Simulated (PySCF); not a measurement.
A structure optimised at ωB97X-D3(BJ)/def2-SVP, used in a PySCF frequency run:

```xyz
10

C      0.0799    -1.9722     0.0000
O     -0.8489    -0.8944     0.0000
B     -0.5528     0.4055     0.0000
F     -1.5662     1.2750     0.0000
C      0.9263     1.0741     0.0000
O      1.9686     0.4541     0.0000
H      1.1167    -1.6124     0.0000
H     -0.1045    -2.5881     0.8929
H     -0.1045    -2.5881    -0.8929
H      0.9573     2.1973     0.0000
```
Charge 0, spin multiplicity 1.

Task: Write its SMILES, formula and point group.

Result: COB(F)C=O, C₂H₄BFO₂, Cs

Task: What are its rotational constants (standard atomic weights)?

Result: 3.8743, 3.6479, 1.9016 GHz
